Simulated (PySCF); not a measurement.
SMILES c1c(C(=O)C)cccc1C=C (C10H10O) at its GFN2-xTB optimised geometry (Å):

```
21

C     -3.3567    -1.9181    -0.0023
C     -2.0430    -1.7279     0.0015
C     -1.3444    -0.4469     0.0000
C     -2.0097     0.7812    -0.0010
C     -1.3008     1.9679    -0.0012
C      0.0807     1.9538    -0.0001
C      0.7727     0.7417     0.0000
C      2.2588     0.7938     0.0006
C      2.9961    -0.5230    -0.0374
O      2.8516     1.8493     0.0293
C      0.0500    -0.4469     0.0000
H     -3.7762    -2.9094    -0.0037
H     -4.0664    -1.1089    -0.0087
H     -1.3914    -2.5937     0.0045
H     -3.0882     0.8086    -0.0011
H     -1.8301     2.9094    -0.0020
H      0.6503     2.8709     0.0002
H      2.7189    -1.0836    -0.9275
H      2.7492    -1.1151     0.8412
H      4.0664    -0.3323    -0.0510
H      0.5626    -1.3971     0.0019
```

Computed with CAM-B3LYP/def2-SVP run with PySCF. Cells within 0.4 Å of a nucleus heavier than hydrogen are left out (blank, or x).

Map of the electron localisation function on the plane z = 0.0 Å:

```
|00000000000000000000000000000|
|00000000000000000000000000000|
|00000000000000000000000000000|
|00000000000000000000000000000|
|00000000000000000000000000000|
|00000000178300044100000000000|
|00000000899900499600000000000|
|00000001999920899602320000000|
|00000000799943899307864100000|
|00000000069x58x88039887400000|
|00000132035xx8xx4028xx8600000|
|00000799859845696448787300000|
|000008999xx6105xx94x420000000|
|0000009993x72163x86x832785000|
|00000003459557397339869999100|
|00079960024x48x24015xx9999100|
|00199995159666599015328997000|
|0007999472x821999304643441000|
|000047xx9xx730799301210000000|
|00002882659991088000000000000|
|00018999229996001000000000000|
|00049999108997000000000000000|
|00019998002893000000000000000|
|00002783000000000000000000000|
|00000000000000000000000000000|
|00000000000000000000000000000|
|00000000000000000000000000000|
|00000000000000000000000000000|
|00000000000000000000000000000|
```
Scale: ten equal steps from 0.000 (start of '0') to 1.000 (end of '9'), in the order '0123456789'; x runs from -6.50 to 6.50, y from -6.50 (bottom) to 6.50 (top).
